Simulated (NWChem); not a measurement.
A series in which one site is exchanged, each optimised at PBE0/def2-SVP with NWChem, gas phase unless a solvent is named. All stand in one matching conformer (torsions within 35°), which need not be the lowest. This build's default masses of Se (78.918 u) and Br (79.917 u) are each other's, which moves their modes by up to 0.6 %. Shieldings are non-relativistic GIAO values without spin-orbit effects.

A: C=C[SiH](Cl)Cl (C$_{2}$H$_{4}$Cl$_{2}$Si; site = H)
B: C=C[Si](Cl)(Cl)Cl (C2H3Cl3Si; site = Cl)
C: C=C[Si](Cl)(Cl)Br (C2H3BrCl2Si; site = Br)
D: Cl[Si](F)(C=C)Cl (C2H3Cl2FSi; site = F)

Q: Rank them by 29Si shift against tetramethylsilane, KT2/pcSseg-1 (ppm), lowest first.

A: D (-0.2), A (17.4), B (23.2), C (34.2)
